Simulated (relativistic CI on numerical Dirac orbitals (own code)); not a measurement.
A reference radial Dirac CI calculation of Cs gave the lowest total energy -7776.50108 Ha in 62 SCF steps, from this input:

```
atom Cs  Z=55  charge=0  electrons=55
nucleus A=133  rms_radius_fm=4.8041
hamiltonian dirac-coulomb  breit=on  qed=on  c_scale=1
orbitals kli  potential=per-configuration
slater_scale 1
correlation none
mixing on
grid step=0.0125 r_max=323.6
scf mixing=0.4 start=green max_iterations=150 tolerance=2e-08 node_fill=0.05
configurations
  [Xe] 6s
  [Xe] 6p
  [Xe] 6d
  [Xe] 5d
  [Xe] 7s
end
```

One setting was then changed (and the iteration limit cut to 82), and the output read:

```
error: configuration [Xe] 6s has 55 electrons, the ion has 56
end: refused
```

Problem. Which setting was changed?
A. charge
B. node fill of the KLI weights
C. grid step
D. start potential

Solution. A. The charge -1. This setting is bad on purpose; its numbers may not be properties of the ion.
